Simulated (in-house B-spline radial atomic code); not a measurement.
Settings and results of a run for Zr7+ (an excited or competing configuration). Method: Dirac-Hartree-Fock, average of configuration, Fermi nucleus of rms radius 4.2694 fm. Calculated with a B-spline radial code for spherical atoms.

Command:
```bash
python run_scf.py task.json out
```
Settings (nuclear radius in fm, mass in u):
```
Z                40
configuration    [Ar] 3d10 4s2 4p2 7g1
hamiltonian      dirac
method           hf
spin_polarised   False
nucleus          fermi
rms_radius       4.2694
atomic_mass      89.9047
speed_of_light   137.035999084
```

Output (hartree, bohr):
```
 radial grid: 70 intervals, B-splines of order 8, outer radius 31.8182 bohr

 iter        energy (Eh)    residual
    1       -3571.058042    6.82e-01
    2       -3578.139652    3.91e-01
    3       -3579.434466    1.11e-01
    4       -3579.547705    3.31e-02
    5       -3579.556220    1.35e-02
    6       -3579.558122    2.50e-04
    7       -3579.558123    7.20e-05
    8       -3579.558123    3.67e-06
    9       -3579.558123    1.25e-07

 total energy                     -3579.55812
 kinetic                            3700.6492
 electron-nucleus                  -8494.0691
 electron-electron                  1213.8618

 first-order corrections (not in the total)
   Gaunt                             2.2669
   retardation                      -0.2219
   frequency dependence             -0.0129
   self-energy                       1.5270
   Uehling                          -0.1688
   Wichmann-Kroll                    0.0023
   recoil                            0.0156

 orbital      occ     eigenvalue          <r>       <r^2>       <1/r>     <1/r^2>     <1/r^3>       r_max    small
 1s1/2      2.000      -670.2727    0.0370524  0.00185147     41.2611     3577.27           -     0.02414  2.12e-02
 2s1/2      2.000       -99.5045     0.161845   0.0309476      9.3718     387.524           -      0.1368  4.34e-03
 2p1/2      2.000       -91.1670     0.138697   0.0236135     9.30863     124.888           -      0.1071  4.31e-03
 2p3/2      4.000       -87.9876     0.143019   0.0249821     8.91114     108.278     2030.24      0.1107  4.18e-03
 3s1/2      2.000       -21.2217     0.453803    0.235804       3.187     69.0971           -      0.4064  1.14e-03
 3p1/2      2.000       -18.0447     0.451697    0.237462     3.07086     21.9203           -      0.3956  1.08e-03
 3p3/2      4.000       -17.5151     0.461397    0.247551      2.9791     19.1469     330.613      0.4044  1.04e-03
 3d3/2      4.000       -11.9806      0.44464    0.237492     2.77404     9.82795     46.8236      0.3459  9.27e-04
 3d5/2      6.000       -11.8844     0.447987    0.240924     2.74976     9.62679     44.8948      0.3486  9.17e-04
 4s1/2      2.000        -6.3060      1.12085     1.40727     1.20476     12.5461           -       1.033  2.73e-04
 4p1/2      0.667        -5.4420      1.18807     1.58887     1.12538     3.98685           -        1.09  2.48e-04
 4p3/2      1.333        -5.3537      1.20613     1.63684     1.10385      3.5459     55.3692       1.108  2.43e-04
 7g7/2      0.444        -0.6576      7.85229     69.8431    0.166592   0.0440509   0.0186904       8.735  1.81e-05
 7g9/2      0.556        -0.6576      7.85238     69.8445    0.166587   0.0440466   0.0186862       8.735  1.81e-05
```

Cost of the run: 1.3 s on 1 thread of Intel(R) Xeon(R) Platinum 8488C (shared host).

For the Dirac Hamiltonian the kinetic term is c α·p + (β - 1)c².
